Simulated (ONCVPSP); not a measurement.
# Before and after: ONCV potential for lithium (Li)

```json
{"Element": "lithium", "Generator": "ONCVPSP 4.0.1", "Type": "optimised norm-conserving Vanderbilt (ONCV)", "Functional": "PBEsol", "Relativity": "non-relativistic", "Frozen core": "none", "Valence charge": "3", "Reference configuration": "1s2 2s1", "Partial waves": "1s+2s: rc 1.35 bohr, ncon 4, nbas 9, qcut 8.4 1/bohr, 3 projectors, debl 1 Ha; p scattering state at 0.13 Ha: rc 1.25 bohr, ncon 5, nbas 9, qcut 5.9 1/bohr, 2 projectors, debl 0.9 Ha; d scattering state at 0.25 Ha: rc 1.25 bohr, ncon 4, nbas 8, qcut 7.9 1/bohr, 2 projectors, debl 2.4 Ha", "Local potential": "polynomial inside 1.00 bohr (lpopt 5, dvloc0 6 Ha)", "Core correction": "none"}
```

Change: all radii scaled by about 0.77 (s 1.04, p 0.96, d 0.96 bohr); local potential polynomial inside 0.78 bohr (lpopt 5, dvloc0 6 Ha).

Cutoffs: the cutoffs (Ha) at which the residual kinetic energy of the hardest occupied pseudo-wave falls to 1 and 0.1 mHa per electron; they do not see the model core or the augmentation charge, which bear on the density cutoff. Errors are all-electron minus pseudo energies relative to the spin-unpolarised reference configuration.

Problem. How do hardness, ghosts and transferability respond?

Solution. The potential gets harder (27 Ha and 31 Ha → 35 Ha and 182 Ha); of the 4 tests that both files solve, the error grows in 0 and shrinks in 1 by more than 15 % and 0.3 meV (median size 0.4 → 0.4 meV); neither file shows a bound ghost. A smaller radius makes the pseudo-wave follow the all-electron one further in, where it bends more sharply, so more plane waves are needed.

```tsv
quantity	base	changed
cutoff, loose	27 Ha	35 Ha
cutoff, tight	31 Ha	182 Ha
bound ghosts	none	none
GHOST(+) flags under 300 eV	none	none
error for 1s2 2s0, meV [ΔE 5.19 eV]	+0.3	+0.3
error for 1s2 2s0.5, meV [ΔE 2.01 eV]	0.0	0.0
error for 1s2 2s0 2p1, meV [ΔE 1.76 eV]	+0.6	+0.5
error for 1s1 2s1, meV [ΔE 67.77 eV]	+1554	+985
```
